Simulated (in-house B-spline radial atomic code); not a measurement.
## Ionising Rh2+ with different functionals

Computed with a B-spline radial code for spherical atoms: scalar-relativistic (spin-free X2C) Hamiltonian, Fermi nucleus of rms radius 4.4945 fm, spin-polarised at highest spin, spherical fractional occupations for the functionals, and exact exchange of hybrids averaged over the configuration. The ionisation energy is the difference of two self-consistent energies, [Kr] 4d7 → [Kr] 4d6, without Breit or QED terms; ε is the level of the shell that loses the electron (its least bound occupied spin orbital). There is no spin-orbit coupling in this Hamiltonian.

```
   method                    rung  ΔSCF (eV)  -ε(4d) (eV)
     PBE0           global hybrid      30.70        26.22
    B3LYP           global hybrid      30.93        26.03
    TPSSh           global hybrid      30.63        24.98
BHandHLYP           global hybrid      30.48        27.94
  r2SCAN0           global hybrid      30.38        26.00
    B97-1           global hybrid      30.90        26.04
    HSE06  range-separated hybrid      30.68        25.80
    wB97X  range-separated hybrid      30.77        28.91
CAM-B3LYP  range-separated hybrid      30.88        27.87
  LC-wPBE  range-separated hybrid      30.73        29.17
```

Question: Among the functionals, which spreads more, the ΔSCF values or the orbital energies?

Answer: The orbital energies: ΔSCF values span about 0.55 eV and the orbital energies 4.19 eV; here energy differences depend much less on the functional than eigenvalues do.

Question: How do they compare with the NIST value?

Answer: NIST lists 31.060 eV (semi-empirical, ground level to ground level). Errors run from -0.68 to -0.13 eV; B3LYP is closest (-0.13 eV), but part of that can be cancellation, since the calculations leave out spin-orbit coupling, Breit-QED terms, multiplet and fine-structure energies.
